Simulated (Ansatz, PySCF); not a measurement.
Noncovalent pair: HF (SMILES F) (first 2 atoms) with H2S (SMILES S); geometry from B3LYP-D3(BJ)/def2-TZVP, rigid monomers moved along the line of their centres of mass till H2···S3 is 2.02 Å.
(charge 0, multiplicity 1):
```xyz
5

F     -0.32197     1.22989     0.10261
H     -0.03851     0.65190     0.78660
S      0.38620    -0.57712     2.32908
H     -0.19191     0.22750     3.23669
H     -0.73266    -1.30290     2.16544
```

Monomers are frozen at their geometry in the pair; levels with a basis set take the counterpoise correction. Rows marked so take none.

Rows in 6-31G* carry no dispersion term and start afresh at each structure (6-31G* with six Cartesian d functions). MP2/6-31G* freezes PySCF's default core.

The values were computed with Ansatz (Gaussian basis) for Hartree–Fock, density functionals and correlated methods; PySCF for 6-31G* rows, the dispersion terms. Values without a source in brackets are computed.

Q: One of these levels gives -4.7 kJ/mol for the interaction energy. Which?
A. MP2/6-31G* (no counterpoise)
B. B3LYP-D3(BJ)/def2-TZVPPD
C. HF/aug-cc-pV(D+d)Z
D. B3LYP/6-31G* (no counterpoise)

A: C, HF/aug-cc-pV(D+d)Z. The others give -15.2 (B3LYP/6-31G* (no counterpoise)), -22.0 (B3LYP-D3(BJ)/def2-TZVPPD), -9.1 (MP2/6-31G* (no counterpoise))

Ansatz is a program for electronic structure.
